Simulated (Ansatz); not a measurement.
Cost and result for the atomization energy of CH$_{9}$BOSi$_{2}$ (`C[SiH2]BO[SiH3]`) (14 atoms, 13 bonds).

```xyz
14

C     1.661    2.273    0.168
Si    0.858    0.822    1.054
B    -0.512   -0.122   -0.112
O    -0.659   -1.463   -0.050
Si   -1.691   -2.505   -0.827
H     2.232    1.934   -0.699
H     2.341    2.811    0.832
H     0.902    2.976   -0.183
H     0.136    1.334    2.260
H     1.906   -0.120    1.545
H    -1.234    0.497   -0.863
H    -2.578   -1.749   -1.747
H    -0.870   -3.480   -1.583
H    -2.491   -3.208    0.204
```

Total charge 0; spin multiplicity 1. All single points use the PBE0-D4/def2-TZVP geometry. It is one conformer, not always the lowest. Program: Ansatz. All runs use 4 threads of an AMD EPYC 9B45 on a shared host. Times are those of one run each, without the atoms' runs, and a repeat can differ threefold. Electronic energies, without spin–orbit coupling; frozen cores. CCSD(T)/CBS adds CCSD(T) − MP2 in def2-TZVPP to the MP2 limit, and its time is that of the two runs behind it. T1 = 0.013. B3LYP takes the VWN-RPA correlation (the form of Gaussian; ORCA's B3LYP/G).

CCSD(T)/CBS is a level of theory with its own doubt, some kJ/mol a heavy atom from the limit and from the frozen cores, so smaller differences don't rank the functionals.

```json
{"level": "PBE-D4/def2-TZVPP (with forces)", "functions": "303", "wall time": "1.6 s"}
{"level": "PBE0-D4/def2-TZVPP", "functions": "303", "wall time": "1.8 s"}
{"level": "r2SCAN-D4/def2-TZVPP (with forces)", "functions": "303", "wall time": "2.5 s"}
{"level": "B3LYP-D4/def2-TZVPP (with forces)", "functions": "303", "wall time": "2.9 s"}
{"level": "B2PLYP/def2-TZVPP", "functions": "303", "wall time": "3.2 s"}
{"level": "ωB97X-V/def2-TZVPP", "functions": "303", "wall time": "4.1 s"}
{"level": "ωB97M-V/def2-TZVPP (with forces)", "functions": "303", "wall time": "6 s"}
{"level": "MP2/def2-QZVPP", "functions": "581", "wall time": "14 s"}
{"level": "CCSD(T)/def2-TZVPP", "functions": "303", "wall time": "3.7 min"}
{"level": "CCSD(T)/CBS(def2)", "functions": "–", "wall time": "3.9 min"}
```

(1) What atomization energy does each give, and how far from CCSD(T)/CBS? (Best estimate.)

Answers

(1) Computed: 
```json
{"level": "PBE-D4/def2-TZVPP (with forces)", "atomization (kcal/mol)": "1174.0", "difference from CCSD(T)/CBS": "0.4", "per bond": "0.0"}
{"level": "PBE0-D4/def2-TZVPP", "atomization (kcal/mol)": "1165.5", "difference from CCSD(T)/CBS": "-8.1", "per bond": "-0.6"}
{"level": "r2SCAN-D4/def2-TZVPP (with forces)", "atomization (kcal/mol)": "1175.7", "difference from CCSD(T)/CBS": "2.1", "per bond": "0.2"}
{"level": "B3LYP-D4/def2-TZVPP (with forces)", "atomization (kcal/mol)": "1174.8", "difference from CCSD(T)/CBS": "1.2", "per bond": "0.1"}
{"level": "B2PLYP/def2-TZVPP", "atomization (kcal/mol)": "1161.8", "difference from CCSD(T)/CBS": "-11.8", "per bond": "-0.9"}
{"level": "ωB97X-V/def2-TZVPP", "atomization (kcal/mol)": "1179.5", "difference from CCSD(T)/CBS": "5.9", "per bond": "0.5"}
{"level": "ωB97M-V/def2-TZVPP (with forces)", "atomization (kcal/mol)": "1176.4", "difference from CCSD(T)/CBS": "2.8", "per bond": "0.2"}
{"level": "MP2/def2-QZVPP", "atomization (kcal/mol)": "1169.1", "difference from CCSD(T)/CBS": "-4.5", "per bond": "-0.3"}
{"level": "CCSD(T)/def2-TZVPP", "atomization (kcal/mol)": "1146.4", "difference from CCSD(T)/CBS": "-27.2", "per bond": "-2.1"}
{"level": "CCSD(T)/CBS(def2)", "atomization (kcal/mol)": "1173.6", "difference from CCSD(T)/CBS": "0.0", "per bond": "0.0"}
```

In def2-TZVPP, CCSD(T) changes the Hartree–Fock value by +243.7 kcal/mol (the triples alone add +11.5 kcal/mol) and MP2 by +250.1 kcal/mol; breaking electron pairs costs correlation energy, which Hartree–Fock lacks. The D4 term adds +10.3 kcal/mol with B3LYP and +5.4 kcal/mol with PBE0; it sums over pairs of atoms, weighted by their polarisabilities, and B3LYP, whose exchange is more repulsive, gets the larger term. From PBE to PBE0 (25 % exact exchange), in def2-TZVPP and without D4, the atomization energy moves by −7.5 kcal/mol: exact exchange takes away binding that semilocal exchange gives to molecules.
